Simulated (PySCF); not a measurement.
**Static response to an electric field**

C₇H₉NS.
Atom-mapped SMILES: `[N:1]#[C:2][CH2:3][C@@H:4]1[CH2:5][CH2:6][C:7](=[S:8])[CH2:9]1` (hydrogens: H10, H11 on C3; H12 on C4; H13, H14 on C5; H15, H16 on C6; H17, H18 on C9)

Geometry (PBE0-D3(BJ)/def2-SVP, Å), atoms numbered from 1 in this order:
```
atom  x, y, z in Å
N1     3.903    0.523   -1.307
C2     3.056   -0.088   -0.808
C3     1.964   -0.838   -0.198
C4     0.590   -0.339   -0.640
C5     0.267    1.105   -0.239
C6    -1.250    1.184   -0.395
C7    -1.758   -0.203   -0.081
S8    -3.302   -0.628    0.163
C9    -0.570   -1.133   -0.034
H10    2.090   -1.902   -0.455
H11    2.062   -0.764    0.898
H12    0.531   -0.415   -1.740
H13    0.814    1.847   -0.838
H14    0.549    1.263    0.816
H15   -1.748    1.947    0.220
H16   -1.526    1.405   -1.442
H17   -0.783   -2.098   -0.516
H18   -0.365   -1.352    1.031
```

Level: PBE0/def2-SVPD (PySCF), static field, nuclei fixed, core orbitals frozen in the response. The polarisability tensor in these axes (au):

```
x   140.64   9.92 -11.29
y     9.92  96.35  -6.16
z   -11.29  -6.16  80.79
```

**Question.** What are the eigenvalues, a third of the trace, and Δα (Δα² = ½Σ(αi − αj)² over the three pairs)?

**Answer.** Principal values 77.65, 95.00 and 145.13 au; mean 105.93 au = 15.70 Å³ = 17.47 × 10⁻⁴⁰ C²·m²/J; Δα = 60.70 au (57 % of the mean).

**Question.** What is the dipole moment, and where does it point?

**Answer.** (-0.40, -0.98, 1.08) D, 1.51 D in size, pointing from the negative to the positive side. Measured along this direction, the outermost atoms are N1 at the negative end and H18 at the positive end.

**Question.** Form Σ f/ω² (atomic units) for the 6 lowest TDDFT singlets, given as eV and f, and set it beside the mean polarisability, which is this sum over all singlets: 2.49, 0.0000; 5.55, 0.2612; 5.71, 0.0241; 6.27, 0.0302; 6.32, 0.0033; 6.44, 0.0050.

**Answer.** They add up to 7.55 au, 7.1 % of the 105.93 au; the largest single term is 6.28 au, from the state at 5.55 eV. Terms in order: 0.00, 6.28, 0.55, 0.57, 0.06, 0.09 au. Higher excitations give the rest. The strengths listed sum to 0.324.

**Question.** What would n − 1 = 2πNα be for an ideal gas of these molecules at 273.15 K and 1 atm, electronic part alone?

**Answer.** N = p/kT = 2.6868 × 10¹⁹ cm⁻³, so n − 1 = 2π × N × 15.70 × 10⁻²⁴ cm³ = 2650 × 10⁻⁶ at long wavelengths.

**Question.** Estimate the molar refractivity from the static electronic polarisability.

**Answer.** Lorentz–Lorenz: R = (4π/3)N_A α = 2.5225 cm³/(mol·Å³) × 15.70 Å³ = 39.6 cm³/mol, in the limit of long wavelengths.

**Question.** What are the principal values of the traceless quadrupole moment, Θ = ½Σq(3rr − r²1), about the centre of nuclear charge?

**Answer.** -37.07, 16.98, 20.10 D·Å. The values depend on the origin, since the dipole doesn't vanish. The electronic extent ⟨r²⟩ about the same centre is 1895 bohr², a root-mean-square distance of 2.68 Å for the 74 electrons.

One conformer (not necessarily the lowest) at the PBE0-D3(BJ)/def2-SVP geometry, without solvent, vibrations or thermal averaging.

The run behind these numbers computed excited states as well. Rough CPU time on one thread of a shared machine: about 3 min (with the writing of density and orbital grids).
